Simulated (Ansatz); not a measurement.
Start from `C=[CH][GaH][F]` and change one element to get `C=[CH][InH][F]`.

Ansatz, PBE0-D4/def2-TZVP geometries, multiplicity 1. Each molecule was computed in one conformer, which needn't be the lowest.

Elements past krypton have def2 core potentials. Scalar relativity is left out up to krypton.

```
                                          property  `C=[CH][GaH][F]`
    zero-point energy (PBE0-D4/def2-TZVP) / kJ/mol             133.0
               LUMO energy (B3LYP/def2-TZVPP) / eV             -1.92
                 HOMO energy (PBE/def2-TZVPP) / eV             -7.09
size of the dipole moment (ωB97M-V/def2-TZVPP) / D              2.82
             LUMO energy (ωB97M-V/def2-TZVPP) / eV              0.19
               HOMO energy (B3LYP/def2-TZVPP) / eV             -8.25
```

Question: Give the same properties after the change, and the shifts. (Best estimate.)

Answer: Computed: 
```
                                          property  `C=[CH][InH][F]`  shift
    zero-point energy (PBE0-D4/def2-TZVP) / kJ/mol             129.9   -3.1
               LUMO energy (B3LYP/def2-TZVPP) / eV             -2.02  -0.10
                 HOMO energy (PBE/def2-TZVPP) / eV             -6.90   0.19
size of the dipole moment (ωB97M-V/def2-TZVPP) / D              3.25   0.43
             LUMO energy (ωB97M-V/def2-TZVPP) / eV             -0.15  -0.34
               HOMO energy (B3LYP/def2-TZVPP) / eV             -8.01   0.24
```

With PBE0 the HOMO rises by 0.25 eV and the LUMO falls by 0.08 eV, so the gap narrows by about 0.33 eV. PBE moves the HOMO by 0.19 eV and ωB97M-V by 0.29 eV. Dipoles are sizes alone; their direction can turn.

B3LYP here is the variant with VWN-RPA as its local correlation; programs differ in this.
